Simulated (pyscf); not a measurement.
## H₂N–SiH(NH₂)–F, singlet

Gas-phase minimum from PySCF at ωB97X-D3(BJ)/def2-SVP, one conformer. 

```xyz
9

N      0.4061     0.4595     0.5699
Si    -0.7639    -0.7635     0.3025
N     -1.4029    -1.2209     1.8189
F      0.0624    -1.9248    -0.4979
H      0.2076     1.2668     1.1485
H      1.1417     0.6381    -0.1039
H     -1.9285    -0.4748    -0.5749
H     -2.2969    -1.6924     1.8954
H     -0.7999    -1.4078     2.6126
```
Charge 0, spin multiplicity 1.

Bonded distances (Å): N1–Si2 1.714, N1–H5 1.013, N1–H6 1.013, Si2–N3 1.708, Si2–F4 1.635, Si2–H7 1.486, N3–H8 1.014, N3–H9 1.014. Bond angles (°): Si2–N1–H5 121.6, Si2–N1–H6 121.2, H5–N1–H6 112.4, N1–Si2–N3 107.9, N1–Si2–F4 103.8, N1–Si2–H7 119.2, N3–Si2–F4 115.7, N3–Si2–H7 106.4, F4–Si2–H7 104.2, Si2–N3–H8 121.4, Si2–N3–H9 121.5, H8–N3–H9 112.3.

Properties at ωB97X-D3(BJ)/def2-SVP:

| Item | Value |
|---|---|
| Harmonic wavenumbers, unscaled | 211, 253, 277, 325, 370, 389, 419, 728, 790, 814, 859, 912, 954, 995, 1540, 1546, 2279, 3628, 3637, 3729, 3738 cm⁻¹ |
| Zero-point energy | 40.6 kcal/mol |
| Rotational symmetry number | 1 |
| Entropy of this conformer at 298 K and 1 atm, rigid rotor and harmonic oscillator, modes under 100 cm⁻¹ raised to 100 | 313.8 J/(mol K) |
| Dipole moment | 2.09 D |

Single-point totals, which compare only within one level (frozen core for MP2 and CC):

```tsv
level	total energy (hartree)
ωB97X-D3(BJ)/def2-TZVP	-502.16092
PBE/def2-TZVP	-501.70685
r²SCAN/def2-TZVP	-501.96389
B3LYP-D3(BJ)/def2-TZVP	-502.12792
PBE0-D3(BJ)/def2-TZVP	-501.74905
M06-2X/def2-TZVP	-501.99289
ωB97M-D3(BJ)/def2-TZVP	-502.18165
HF/def2-TZVPP	-500.43623
MP2/def2-TZVPP	-501.23911
CCSD/def2-TZVPP	-501.26380
CCSD(T)/def2-TZVPP	-501.29160
```

The CCSD(T) − MP2 part came from Ansatz, without density fitting, on the same reference.
